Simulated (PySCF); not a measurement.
A structure optimised at PBE0-D3(BJ)/def2-TZVP, used in a PySCF frequency run:

```xyz
3

Sc     0.0000     0.0000     0.7262
Cl     0.0000     1.8385    -0.4485
Cl     0.0000    -1.8385    -0.4485
```
Charge +1, spin multiplicity 1.

Q: Write its SMILES, formula and point group.

A: [Cl][Sc+][Cl], Cl2Sc, C2v

Q: What are its rotational constants (standard atomic weights)?

A: 13.313, 2.1089, 1.8205 GHz
